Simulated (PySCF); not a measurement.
Can point charges reproduce the dipole moment of `C=CO[SiH2]CC(=O)O`?

Coordinates (GFN2-xTB, Å) and charges (e) from the PBE0/pcSseg-1 density (PySCF):

| atom | x | y | z | Mulliken | IAO | Hirshfeld | ESP-fitted |
| --- | --- | --- | --- | --- | --- | --- | --- |
| C1 | -3.274 | 0.614 | 0.335 | -0.2925 | -0.4124 | -0.1460 | -0.6226 |
| C2 | -2.560 | -0.088 | -0.525 | +0.1505 | +0.0757 | +0.0342 | +0.1459 |
| O3 | -1.238 | -0.315 | -0.459 | -0.5927 | -0.5876 | -0.1964 | -0.4111 |
| Si4 | -0.115 | 0.164 | 0.624 | +0.8529 | +1.0163 | +0.3999 | +0.7881 |
| C5 | 1.435 | -0.659 | -0.101 | -0.5417 | -0.6107 | -0.1688 | -0.6463 |
| C6 | 2.582 | -0.163 | 0.696 | +0.4230 | +0.5403 | +0.2161 | +0.8361 |
| O7 | 2.487 | 0.289 | 1.810 | -0.4175 | -0.4744 | -0.2627 | -0.5956 |
| O8 | 3.761 | -0.247 | 0.065 | -0.3619 | -0.4770 | -0.1745 | -0.6214 |
| H9 | -2.820 | 1.075 | 1.193 | +0.1323 | +0.1476 | +0.0423 | +0.2205 |
| H10 | -4.331 | 0.742 | 0.198 | +0.1250 | +0.1643 | +0.0493 | +0.2203 |
| H11 | -3.005 | -0.558 | -1.394 | +0.1010 | +0.1557 | +0.0535 | +0.1286 |
| H12 | -0.418 | -0.346 | 1.959 | -0.0846 | -0.1357 | -0.0759 | -0.1290 |
| H13 | 0.020 | 1.621 | 0.631 | -0.0930 | -0.1409 | -0.0782 | -0.1366 |
| H14 | 1.386 | -1.741 | 0.020 | +0.1857 | +0.1869 | +0.0640 | +0.1942 |
| H15 | 1.609 | -0.470 | -1.159 | +0.1703 | +0.1798 | +0.0557 | +0.1934 |
| H16 | 4.474 | 0.090 | 0.630 | +0.2432 | +0.3721 | +0.1877 | +0.4354 |

**Question.** Form Σ q r in debye for every column and set it beside the full dipole.

**Answer.** The full density gives (0.58, -0.51, -1.12) D, 1.36 D in size; dipole vectors point from the negative to the positive end.

```json
{"scheme": "Mulliken", "μx": "-2.12", "μy": "0.32", "μz": "-0.12", "size (D)": "2.15", "share of the full size (%)": "158", "angle to the full dipole (°)": "115"}
{"scheme": "IAO", "μx": "-0.08", "μy": "0.11", "μz": "-0.28", "size (D)": "0.31", "share of the full size (%)": "23", "angle to the full dipole (°)": "60"}
{"scheme": "Hirshfeld", "μx": "0.71", "μy": "-0.44", "μz": "-0.98", "size (D)": "1.29", "share of the full size (%)": "95", "angle to the full dipole (°)": "8"}
{"scheme": "ESP-fitted", "μx": "0.54", "μy": "-0.50", "μz": "-1.12", "size (D)": "1.34", "share of the full size (%)": "98", "angle to the full dipole (°)": "1"}
```

**Question.** Which set comes closest?

**Answer.** Length of the difference vector: ESP-fitted 0.04 D, Hirshfeld 0.21 D, IAO 1.23 D, Mulliken 3.00 D. Closest: ESP-fitted. 

**Question.** What is left for the Hirshfeld atoms' own dipoles?

**Answer.** The Hirshfeld atoms' densities add up to the full density, so μ = Σ q r + Σ (atomic dipoles). The atomic dipoles sum to (0.58, -0.51, -1.12) − (0.71, -0.44, -0.98) = (-0.13, -0.06, -0.14) D, 0.21 D in size.

**Question.** With the origin at the mean of the coordinates, (0.000, 0.001, 0.283) Å, which are the largest single terms, by size, of the Mulliken dipole along the direction of the full one?

**Answer.** O8 -3.26, C5 -3.06, C1 +2.34, H16 +1.86, H15 +1.68 D; all 16 atoms together -0.92 D. The single terms depend on the origin, their sum doesn't.

**Question.** Give the size of the full dipole in other units.

**Answer.** 1.36 D = 0.535 au = 0.283 e·Å = 4.54 × 10⁻³⁰ C·m.

Isolated species at its GFN2-xTB geometry (one conformer only). GFN2-xTB frequencies show an imaginary mode (22i cm⁻¹), so this geometry is no minimum at that level.

These values come from a run that also computed NMR shieldings. Hardware: one thread of an Arm Neoverse N1, no GPU, shared host. Cost: 50 s wall, 0.82 GiB resident at most.
